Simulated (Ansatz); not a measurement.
A run for Ansatz (an electronic-structure program): R-PBE0/def2-TZVPPD on C2H4O (a complex). Files ending in .json are basis or fitting sets from the Basis Set Exchange.

Ansatz 0.2 input:
```yaml
crystal:
  periodic: [false, false, false]
  atoms:
    - {symbol: C, position_ang: [0.06360890, -0.08363640, 0.10786685]}
    - {symbol: H, position_ang: [0.12023995, -0.17870432, -0.97559735]}
    - {symbol: H, position_ang: [0.67750604, -0.85414509, 0.57251028]}
    - {symbol: H, position_ang: [0.42681772, 0.89914889, 0.40547274]}
    - {symbol: H, position_ang: [-0.97064074, -0.19990559, 0.42894481]}
    - {symbol: C, position_ang: [0.24351064, -0.25760582, 3.66534713]}
    - {symbol: O, position_ang: [-0.48818422, 0.59670194, 3.67572911]}
basis:
  gaussian:
    orbitals: def2-TZVPPD.json
hamiltonian:
  xc: {name: PBE0}
scf: {lower_state_search: off}
```

Output:

```
WARN ansatz: RAYON_NUM_THREADS=1 ignored (pool sized by the plan → 1); use --threads N
Functional definition: PBE0
these checks for a lower state are left out or cut short: stability, starts, cluster_reference, orbital_swaps, neighbouring_geometries, increment
integrals: 0.05 GiB planned
768 factors; their error is unknown
mean field: 0.63 GiB planned
mean field evaluation 1: about -4176.4161 eV, gradient 5.6e1 eV
mean field evaluation 2: about -4171.6759 eV, gradient 7.4e1 eV
mean field evaluation 4: about -4182.5582 eV, gradient 2.7e0 eV
mean field evaluation 8: about -4182.5772 eV, gradient 5.4e-2 eV
mean field evaluation 16: about -4182.5772 eV, gradient 1.4e-6 eV
mean field -4182.57717537 eV, -153.7068761422 hartree, gradient 1.4e-6 eV, S^2 0.000000; 0 other end points of the search recorded, 0 dependent functions left out
reference -4182.57720884 eV, -153.7068773724 hartree; 12, 12 occupied and 170, 170 virtual orbitals, 768 factors
Total energy: -4182.57720884 eV, -153.7068773724 hartree
Checks for a lower state left out: stability, starts, cluster_reference, orbital_swaps, neighbouring_geometries, increment
```

The calculation finished and met its thresholds.

Cost: around 2.2 core-seconds (rough).
